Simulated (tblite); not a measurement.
Record of a relaxation.

CH₆B₃F₂N₃O.
Numbering: `[F:1][CH:2]([F:3])[O:4][B:5]1[NH:6][BH:7][NH:8][BH:9][NH:10]1` (hydrogens: H11 on C2; H12 on N6; H13 on B7; H14 on N8; H15 on B9; H16 on N10)

Computed with GFN2-xTB (tblite), gas phase: L-BFGS steps from a force-field or distance-geometry start until the largest atomic force falls under 0.01 eV/Å. 12 of its 176 geometries are shown.

Step 0: E = -850.4413 eV, largest atomic force 3.120 eV/Å
```
atom  x, y, z in Å  |  force x, y, z in eV/Å
F1     -3.828    0.276    0.155    1.159  -0.572  -0.166
C2     -2.500   -0.043    0.197    0.357   0.836  -1.265
F3     -2.364   -1.418    0.012   -0.408   1.472   0.259
O4     -1.824    0.671   -0.817    0.819  -1.863   2.365
B5     -0.371    0.490   -0.632   -0.053   0.429  -0.904
N6      0.348   -0.654   -1.356    0.825   1.354   1.499
B7      1.252   -1.324   -0.317    0.316   0.649  -0.121
N8      2.172   -0.480    0.581   -1.483   0.931  -1.313
B9      1.319    0.650    1.144    0.346  -0.025  -0.707
N10     0.417    1.481    0.222    0.602  -1.716  -0.744
H11    -2.130    0.221    1.223   -0.182  -0.328  -0.514
H12     0.985   -0.216   -2.053   -0.778  -0.570   0.487
H13     1.236   -2.502   -0.192   -0.048   0.463  -0.030
H14     2.874   -0.043   -0.058   -0.604  -0.581   0.838
H15     1.348    0.906    2.300   -0.074  -0.160  -0.398
H16     1.058    1.994   -0.420   -0.792  -0.319   0.713
```

Step 16: E = -853.9405 eV, largest atomic force 1.786 eV/Å
```
atom  x, y, z in Å  |  force x, y, z in eV/Å
F1     -3.774    0.381   -0.018    1.317  -0.124  -0.183
C2     -2.465   -0.043    0.227   -0.120   0.166  -0.305
F3     -2.596   -1.427    0.204    0.338   0.772  -0.124
O4     -1.607    0.396   -0.733   -0.472  -0.156   0.884
B5     -0.138    0.552   -0.771   -0.895  -0.304   0.064
N6      0.632   -0.421   -1.477   -1.203  -0.653  -1.147
B7      1.492   -1.133   -0.588    0.272   0.372  -0.006
N8      2.137   -0.332    0.407    0.208  -1.005   1.149
B9      1.515    0.822    0.960    0.250  -0.175  -0.216
N10     0.562    1.434    0.104   -0.486   1.195  -0.135
H11    -2.325    0.208    1.335    0.452   0.006  -1.108
H12     0.237   -0.888   -2.337    0.365   0.444   1.625
H13     1.505   -2.304   -0.560    0.465  -0.004  -0.320
H14     2.811   -0.815    1.018   -0.532   0.271  -0.440
H15     1.610    1.127    2.090    0.440   0.290  -0.193
H16     0.397    2.451    0.128   -0.400  -1.096   0.452
```

Step 32: E = -855.4671 eV, largest atomic force 0.205 eV/Å
```
atom  x, y, z in Å  |  force x, y, z in eV/Å
F1     -3.700    0.446   -0.046   -0.084   0.005  -0.076
C2     -2.405    0.108    0.065   -0.069   0.087  -0.025
F3     -2.387   -1.266    0.034   -0.060   0.103   0.009
O4     -1.701    0.634   -0.932    0.048  -0.063   0.073
B5     -0.293    0.462   -0.681    0.033   0.062  -0.001
N6      0.396   -0.635   -1.233   -0.015   0.020  -0.023
B7      1.539   -1.175   -0.584   -0.016  -0.038   0.062
N8      1.993   -0.471    0.559    0.199   0.049   0.011
B9      1.530    0.811    0.936   -0.066  -0.036   0.158
N10     0.351    1.267    0.288    0.139  -0.040  -0.121
H11    -2.068    0.396    1.084   -0.051  -0.052  -0.035
H12    -0.020   -1.118   -2.014   -0.029  -0.094   0.072
H13     2.039   -2.173   -0.944   -0.020   0.076   0.002
H14     2.724   -0.878    1.119    0.162  -0.018  -0.099
H15     2.028    1.441    1.792   -0.004  -0.060  -0.075
H16    -0.034    2.161    0.545   -0.165   0.000   0.069
```

Step 48: E = -855.6398 eV, largest atomic force 0.213 eV/Å
```
atom  x, y, z in Å  |  force x, y, z in eV/Å
F1     -3.789    0.665   -0.391    0.151   0.055  -0.014
C2     -2.560    0.235   -0.043   -0.035  -0.021  -0.053
F3     -2.648   -1.134   -0.066   -0.119  -0.094   0.097
O4     -1.644    0.661   -0.899   -0.183  -0.109   0.004
B5     -0.303    0.324   -0.520   -0.013   0.126   0.000
N6      0.353   -0.805   -1.041    0.050   0.118   0.088
B7      1.653   -1.174   -0.598   -0.029   0.008   0.064
N8      2.259   -0.342    0.378   -0.079   0.068   0.093
B9      1.620    0.782    0.960    0.035   0.068   0.058
N10     0.329    1.113    0.462    0.145  -0.142   0.063
H11    -2.385    0.512    1.022   -0.109  -0.014  -0.091
H12    -0.143   -1.390   -1.692    0.004  -0.035  -0.095
H13     2.165   -2.150   -0.985    0.079  -0.014  -0.066
H14     3.175   -0.593    0.720   -0.029  -0.008  -0.028
H15     2.084    1.408    1.840    0.073  -0.078  -0.126
H16    -0.174    1.898    0.843    0.060   0.070   0.006
```

Step 64: E = -855.7082 eV, largest atomic force 0.159 eV/Å
```
atom  x, y, z in Å  |  force x, y, z in eV/Å
F1     -3.793    0.812   -0.651   -0.014   0.057   0.015
C2     -2.712    0.245   -0.077    0.021  -0.014   0.091
F3     -3.012   -1.094   -0.023    0.000  -0.020   0.016
O4     -1.642    0.474   -0.808    0.121  -0.001  -0.103
B5     -0.312    0.219   -0.365   -0.059  -0.013   0.005
N6      0.388   -0.860   -0.942   -0.032   0.024  -0.095
B7      1.734   -1.163   -0.613    0.001   0.006   0.002
N8      2.348   -0.318    0.343    0.030   0.034   0.061
B9      1.700    0.779    0.960   -0.047   0.072   0.043
N10     0.346    1.030    0.589   -0.038  -0.010  -0.027
H11    -2.663    0.586    0.977   -0.062   0.031   0.032
H12    -0.097   -1.419   -1.627    0.007  -0.019   0.019
H13     2.294   -2.064   -1.102    0.030  -0.017  -0.012
H14     3.306   -0.505    0.598   -0.005  -0.002   0.006
H15     2.241    1.457    1.748   -0.010  -0.015  -0.030
H16    -0.134    1.829    0.982    0.056  -0.113  -0.024
```

Step 80: E = -855.7578 eV, largest atomic force 0.618 eV/Å
```
atom  x, y, z in Å  |  force x, y, z in eV/Å
F1     -3.688    1.039   -0.647    0.152  -0.053   0.063
C2     -2.719    0.322   -0.019   -0.070   0.068  -0.403
F3     -3.307   -0.890    0.232    0.125   0.138   0.053
O4     -1.673    0.171   -0.833   -0.365  -0.061   0.495
B5     -0.338    0.059   -0.398    0.149  -0.127  -0.149
N6      0.489   -0.900   -1.034    0.056  -0.122  -0.102
B7      1.839   -1.140   -0.660    0.059   0.002  -0.024
N8      2.377   -0.262    0.310   -0.044  -0.016   0.104
B9      1.621    0.753    0.937    0.043   0.076   0.192
N10     0.244    0.870    0.604   -0.130   0.141   0.076
H11    -2.566    0.809    0.972    0.186  -0.147  -0.213
H12     0.101   -1.471   -1.769   -0.147   0.043   0.069
H13     2.486   -2.021   -1.102   -0.181   0.153  -0.048
H14     3.335   -0.387    0.599    0.008   0.020  -0.036
H15     2.093    1.468    1.731    0.049   0.055   0.060
H16    -0.301    1.589    1.066    0.109  -0.171  -0.135
```

Step 95: E = -855.8453 eV, largest atomic force 0.191 eV/Å
```
atom  x, y, z in Å  |  force x, y, z in eV/Å
F1     -3.425    1.175   -0.862    0.035  -0.084   0.131
C2     -2.721    0.363   -0.030    0.038  -0.106  -0.056
F3     -3.598   -0.601    0.367   -0.030   0.127  -0.049
O4     -1.705   -0.198   -0.675   -0.170   0.071   0.052
B5     -0.361   -0.125   -0.309    0.112  -0.029   0.002
N6      0.514   -0.990   -1.005    0.044  -0.074   0.009
B7      1.901   -1.078   -0.712   -0.132   0.005  -0.093
N8      2.395   -0.195    0.281   -0.028   0.022  -0.048
B9      1.580    0.734    0.973   -0.005  -0.034  -0.039
N10     0.183    0.730    0.681    0.167   0.014  -0.016
H11    -2.468    0.950    0.875   -0.043   0.018  -0.074
H12     0.099   -1.579   -1.711    0.079  -0.003   0.037
H13     2.592   -1.840   -1.273    0.009   0.032   0.014
H14     3.387   -0.220    0.471   -0.088   0.052   0.075
H15     2.018    1.490    1.751    0.020  -0.013   0.041
H16    -0.400    1.391    1.169   -0.009   0.004   0.014
```

Step 111: E = -855.8593 eV, largest atomic force 0.016 eV/Å
```
atom  x, y, z in Å  |  force x, y, z in eV/Å
F1     -3.306    1.188   -0.953    0.011   0.000   0.005
C2     -2.724    0.372   -0.034   -0.008  -0.002   0.008
F3     -3.712   -0.473    0.357   -0.007  -0.006  -0.013
O4     -1.726   -0.311   -0.574   -0.007   0.003   0.004
B5     -0.368   -0.193   -0.258    0.001   0.001  -0.008
N6      0.512   -1.043   -0.966    0.006  -0.005   0.000
B7      1.913   -1.044   -0.750   -0.001  -0.004   0.002
N8      2.403   -0.146    0.233    0.007   0.000   0.005
B9      1.577    0.730    0.974   -0.002   0.003  -0.001
N10     0.180    0.693    0.704    0.003  -0.006  -0.002
H11    -2.480    1.003    0.843    0.009   0.000   0.000
H12     0.110   -1.666   -1.648   -0.009   0.003  -0.003
H13     2.624   -1.752   -1.351   -0.002   0.000   0.005
H14     3.395   -0.132    0.413   -0.004   0.003  -0.005
H15     2.010    1.461    1.780    0.002   0.008   0.000
H16    -0.415    1.322    1.219    0.001   0.002   0.004
```

Step 127: E = -855.8621 eV, largest atomic force 0.083 eV/Å
```
atom  x, y, z in Å  |  force x, y, z in eV/Å
F1     -3.125    1.283   -0.940   -0.032  -0.038   0.064
C2     -2.727    0.356   -0.021    0.022   0.003  -0.032
F3     -3.818   -0.415    0.206    0.039   0.058  -0.044
O4     -1.740   -0.388   -0.500    0.007  -0.006   0.004
B5     -0.377   -0.230   -0.220    0.049  -0.021   0.003
N6      0.507   -1.065   -0.942   -0.015  -0.016  -0.003
B7      1.911   -1.042   -0.750   -0.010   0.017   0.006
N8      2.407   -0.109    0.197   -0.025  -0.009  -0.002
B9      1.579    0.760    0.945   -0.017   0.005  -0.004
N10     0.175    0.670    0.726   -0.005  -0.020  -0.024
H11    -2.519    0.910    0.915   -0.021  -0.007   0.020
H12     0.102   -1.696   -1.616    0.004  -0.013   0.016
H13     2.625   -1.756   -1.341   -0.004  -0.002  -0.024
H14     3.403   -0.066    0.343    0.007   0.016   0.015
H15     2.012    1.528    1.716    0.009  -0.013   0.010
H16    -0.425    1.271    1.268   -0.010   0.046  -0.006
```

Step 143: E = -855.8842 eV, largest atomic force 0.113 eV/Å
```
atom  x, y, z in Å  |  force x, y, z in eV/Å
F1     -2.841    1.492   -0.688   -0.028  -0.051   0.030
C2     -2.718    0.325    0.014   -0.009  -0.019   0.030
F3     -3.898   -0.316   -0.139    0.053   0.100  -0.006
O4     -1.746   -0.438   -0.468   -0.018   0.028   0.035
B5     -0.381   -0.266   -0.202    0.005  -0.022  -0.016
N6      0.504   -1.127   -0.890   -0.028   0.001   0.018
B7      1.909   -1.055   -0.736    0.003   0.021  -0.007
N8      2.398   -0.070    0.160    0.014   0.010  -0.006
B9      1.567    0.808    0.893   -0.005   0.002  -0.020
N10     0.163    0.685    0.699   -0.025  -0.024  -0.018
H11    -2.636    0.616    1.083   -0.003  -0.065  -0.052
H12     0.106   -1.804   -1.521   -0.030   0.010   0.004
H13     2.611   -1.777   -1.332    0.073   0.016   0.023
H14     3.395    0.025    0.278    0.022  -0.054  -0.009
H15     2.007    1.606    1.629   -0.024  -0.001   0.006
H16    -0.447    1.305    1.207    0.000   0.049  -0.011
```

Step 159: E = -855.9079 eV, largest atomic force 0.054 eV/Å
```
atom  x, y, z in Å  |  force x, y, z in eV/Å
F1     -2.733    1.582   -0.317    0.015  -0.033   0.037
C2     -2.706    0.272    0.077   -0.008   0.016  -0.038
F3     -3.909   -0.227   -0.278    0.029   0.018   0.013
O4     -1.750   -0.419   -0.529   -0.008   0.009   0.004
B5     -0.382   -0.233   -0.284    0.014  -0.025   0.009
N6      0.511   -1.124   -0.922    0.025   0.001  -0.016
B7      1.914   -1.068   -0.718   -0.011  -0.021   0.041
N8      2.384   -0.087    0.194    0.008  -0.004   0.006
B9      1.543    0.845    0.848    0.013  -0.001  -0.025
N10     0.149    0.759    0.578   -0.002   0.010   0.000
H11    -2.662    0.279    1.186   -0.014  -0.005  -0.028
H12     0.119   -1.817   -1.540    0.006   0.009  -0.002
H13     2.641   -1.808   -1.265   -0.025   0.035   0.027
H14     3.375   -0.045    0.382   -0.041   0.007  -0.034
H15     1.960    1.653    1.586    0.010  -0.007  -0.016
H16    -0.461    1.446    0.991   -0.011  -0.009   0.021
```

Step 175: E = -855.9152 eV, largest atomic force 0.007 eV/Å
```
atom  x, y, z in Å  |  force x, y, z in eV/Å
F1     -2.617    1.600   -0.149   -0.003  -0.003  -0.004
C2     -2.718    0.255    0.079   -0.001  -0.001   0.004
F3     -3.903   -0.104   -0.456    0.004   0.006   0.000
O4     -1.750   -0.442   -0.500    0.000   0.002   0.001
B5     -0.383   -0.254   -0.251    0.003  -0.002  -0.003
N6      0.508   -1.156   -0.878    0.005   0.001   0.000
B7      1.912   -1.081   -0.697   -0.002   0.000  -0.001
N8      2.390   -0.055    0.158    0.002  -0.004   0.001
B9      1.550    0.882    0.805   -0.002   0.000  -0.003
N10     0.151    0.756    0.587    0.000  -0.001   0.002
H11    -2.799    0.131    1.178   -0.001  -0.003  -0.001
H12     0.114   -1.866   -1.475    0.001   0.000   0.001
H13     2.637   -1.834   -1.225   -0.002   0.002   0.002
H14     3.385    0.018    0.304   -0.001   0.000   0.000
H15     1.977    1.725    1.498   -0.002  -0.001  -0.002
H16    -0.463    1.435    1.010   -0.001   0.002   0.003
```

**Question.** Summarise the path.

**Answer.** The energy falls by 528.15 kJ/mol from step 0 to step 175; nine tenths of that is first reached at step 29. It rises by more than 0.2 meV at steps 81, 135, 138, 141 and 144. The largest force goes from 3.120 to 0.007 eV/Å. Among the bonds B7–N8 changes most, from 1.539 to 1.418 Å; the atoms move by 1.291 Å rms after alignment.

The cost below is that of the whole relaxation. The run took 1.0 s on Arm Neoverse V2, one thread, shared host with 32 logical CPUs at a one-minute load of 25.
